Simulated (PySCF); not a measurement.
## A search over the determinants of BaNa

Unrestricted PBE0; PySCF, spin-free X2C with a Gaussian nucleus, basis sets Ba x2c-TZVPall, Na x2c-TZVPall. Outer shells of the fragments: Ba 6s2; Na 3s1.

Followed along the bond (rough minima from three points):

| 2Ms+1 | unpaired | ⟨S²⟩ at the start | R at minimum (Å) | Te (eV) |
| --- | --- | --- | --- | --- |
| 2 | σ ↑ | 0.76 | 3.94 | 0.00 |
| 2 | π ↑ | 0.77 | 3.52 | 0.49 |
| 2 | δ ↑ | 0.81 | 3.76 | 0.62 |
| 4 | σ ↑↑, π ↑ | 3.75 | 3.94 | 0.97 |
| 4 | σ ↑, π ↑↑ | 3.75 | 3.27 | 1.37 |

Solutions found at the starting distance of 3.360 Å, counted from the lowest of them; the search is not exhaustive and high or unbound solutions are not listed, so other states can lie among these:

```
2Ms+1   unpaired   term  E (eV)  ⟨S²⟩  ⟨Lz²⟩  μ (D)
    2        σ ↑    ²Σ⁺    0.00  0.76   0.00  -0.63
    2        π ↑     ²Π    0.33  0.77   1.04  -1.69
    2        δ ↑     ²Δ    0.54  0.81   4.00  -1.30
    4  σ ↑↑, π ↑     ⁴Π    0.91  3.75   1.06   0.16
    4  σ ↑, π ↑↑    ⁴Σ⁻    1.21  3.75   0.00  -3.09
    4      σ ↑↑↑    ⁴Σ⁺    1.29  3.75   0.00  -0.24
    2  σ ↑↑, π ↓  mixed    1.34  1.75   1.16  -0.18
    4  σ ↑↑, δ ↑     ⁴Δ    1.37  3.75   4.00   1.77
    2  σ ↑, π ↑↓  mixed    1.65  1.75   2.02  -1.96
    2  σ ↑↑, δ ↓  mixed    1.68  1.75   4.00   1.71
    4  σ ↑, π ↑↑  mixed    1.85  3.75   2.01   2.06
```

A term symbol is given only where ⟨S²⟩ and ⟨Lz²⟩ are close to those of a pure state; real π, δ and φ orbitals otherwise mix terms. A positive dipole means Ba(−)Na(+).

Question: Compare the gap between the two lowest followed solutions at the starting distance with the gap between their minima.

Answer: At PBE0 the second solution (doublet, unpaired electrons π ↑) lies +0.33 eV from the first (doublet, unpaired electrons σ ↑) at 3.360 Å and +0.49 eV at the minima; the two curves relax by different amounts, since their minima lie near 3.52 and 3.94 Å.

Spin–orbit coupling is left out.
